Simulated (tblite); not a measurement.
C₈H₁₃Al.
Atom-mapped SMILES: `[CH:1]#[C:2][C@@H:3]1[AlH:4][CH2:5][CH2:6][CH2:7][C@@H:8]1[CH3:9]` (hydrogens: H10 on C1; H11 on C3; H12 on Al4; H13, H14 on C5; H15, H16 on C6; H17, H18 on C7; H19 on C8; H20, H21, H22 on C9)

Computed with GFN2-xTB (tblite), gas phase: L-BFGS steps from a force-field or distance-geometry start until the largest atomic force falls under 0.01 eV/Å.

Step 7: E = -672.8136 eV
```
atom  x, y, z in Å  |  force x, y, z in eV/Å
C1      2.0341   -3.0434    0.1689    0.097  -0.153   0.055
C2      1.6698   -1.9630   -0.2031   -0.045   0.103   0.074
C3      1.1610   -0.6650   -0.5813   -0.006  -0.036  -0.143
Al4     1.4332    0.7543    0.8112    0.044   0.088   0.133
C5      0.1052    2.2324    0.6272    0.014   0.007  -0.039
C6     -1.1982    1.6487    0.0491   -0.121   0.208   0.093
C7     -0.9101    0.7105   -1.1222   -0.143   0.120  -0.099
C8     -0.3822   -0.6804   -0.7451    0.062  -0.169   0.099
C9     -1.0165   -1.1817    0.5407   -0.126  -0.075   0.141
H10     2.3813   -3.9832    0.4897   -0.026   0.088  -0.070
H11     1.6044   -0.4063   -1.5578   -0.016  -0.057  -0.041
H12     2.4913    0.6689    1.9204    0.059  -0.039   0.049
H13    -0.1018    2.7963    1.5442   -0.090  -0.005   0.092
H14     0.4454    2.9944   -0.0856    0.145   0.094  -0.068
H15    -1.8565    2.4520   -0.3053    0.102   0.023  -0.028
H16    -1.7503    1.1325    0.8316   -0.069   0.005  -0.010
H17    -0.1643    1.2055   -1.7481    0.000  -0.008  -0.171
H18    -1.8236    0.6008   -1.7152    0.019  -0.058   0.040
H19    -0.6462   -1.3750   -1.5503    0.008  -0.027  -0.069
H20    -0.7729   -2.2262    0.7367   -0.013   0.086  -0.133
H21    -2.1016   -1.0614    0.5183    0.111  -0.110   0.012
H22    -0.6122   -0.5914    1.3753   -0.003  -0.084   0.085
```

Step 8: E = -672.8229 eV
```
atom  x, y, z in Å  |  force x, y, z in eV/Å
C1      2.0366   -3.0432    0.1689    0.026   0.049  -0.013
C2      1.6785   -1.9584   -0.2011   -0.068  -0.054   0.127
C3      1.1615   -0.6651   -0.5852    0.019  -0.007  -0.035
Al4     1.4344    0.7514    0.8183    0.059   0.117   0.117
C5      0.1033    2.2347    0.6241    0.064   0.043   0.016
C6     -1.2029    1.6555    0.0452   -0.008   0.127   0.080
C7     -0.9151    0.7128   -1.1259   -0.045   0.071   0.004
C8     -0.3830   -0.6798   -0.7413    0.020  -0.098   0.048
C9     -1.0190   -1.1858    0.5436   -0.028  -0.016   0.079
H10     2.3804   -3.9829    0.4870    0.010   0.026  -0.042
H11     1.6053   -0.4187   -1.5630   -0.033  -0.001  -0.059
H12     2.5037    0.6660    1.9312   -0.029  -0.036  -0.031
H13    -0.1045    2.8004    1.5422   -0.088  -0.053   0.069
H14     0.4522    3.0041   -0.0801    0.103   0.007  -0.064
H15    -1.8576    2.4615   -0.3032    0.065   0.041  -0.074
H16    -1.7538    1.1370    0.8278   -0.062   0.013  -0.016
H17    -0.1672    1.2013   -1.7556   -0.034  -0.001  -0.142
H18    -1.8276    0.5963   -1.7161   -0.016  -0.049   0.020
H19    -0.6463   -1.3729   -1.5470   -0.008  -0.052  -0.088
H20    -0.7727   -2.2309    0.7283   -0.005   0.074  -0.089
H21    -2.1026   -1.0681    0.5224    0.066  -0.092   0.003
H22    -0.6140   -0.5956    1.3785   -0.006  -0.108   0.091
```

Task: Estimate the geometry and energy of step 9. (The exact step hangs on the optimiser's Hessian estimate; all steps are aligned on step 8, rigid shifts and turns removed.)

Result: E = -672.8281 eV, largest force 0.164 eV/Å
```
atom  x, y, z in Å  |  force x, y, z in eV/Å
C1      2.0387   -3.0427    0.1689   -0.002   0.117  -0.035
C2      1.6812   -1.9562   -0.1976   -0.081  -0.081   0.117
C3      1.1618   -0.6656   -0.5879    0.026   0.031   0.051
Al4     1.4357    0.7520    0.8233    0.049   0.099   0.067
C5      0.1029    2.2375    0.6228    0.076   0.051   0.051
C6     -1.2056    1.6607    0.0445    0.072   0.041   0.027
C7     -0.9179    0.7150   -1.1275    0.025   0.009   0.054
C8     -0.3836   -0.6809   -0.7387   -0.008  -0.004  -0.009
C9     -1.0203   -1.1879    0.5466    0.046   0.022   0.004
H10     2.3801   -3.9825    0.4848    0.033  -0.019  -0.020
H11     1.6052   -0.4249   -1.5669   -0.044   0.014  -0.052
H12     2.5100    0.6637    1.9368   -0.063  -0.033  -0.060
H13    -0.1077    2.8013    1.5430   -0.070  -0.059   0.037
H14     0.4583    3.0092   -0.0788    0.061  -0.044  -0.032
H15    -1.8566    2.4676   -0.3037    0.034   0.059  -0.087
H16    -1.7571    1.1394    0.8260   -0.043   0.039  -0.030
H17    -0.1694    1.1991   -1.7626   -0.072  -0.009  -0.093
H18    -1.8299    0.5930   -1.7161   -0.034  -0.035   0.018
H19    -0.6463   -1.3727   -1.5469   -0.014  -0.040  -0.057
H20    -0.7727   -2.2324    0.7222    0.010   0.022  -0.046
H21    -2.1022   -1.0735    0.5244    0.009  -0.069   0.005
H22    -0.6149   -0.5997    1.3826   -0.009  -0.110   0.089
```

The energy changes by -0.0051 eV. The first-order estimate −F·Δx gives -0.0071 eV and the mean of the old and new forces, exact on a quadratic surface, -0.0052 eV. The step makes an angle of 54° with the force vector and moves no atom by more than 0.009 Å.

The cost below is that of the whole relaxation. Time: 0.82 s wall. Hardware: Arm Neoverse V1, one thread, shared host.
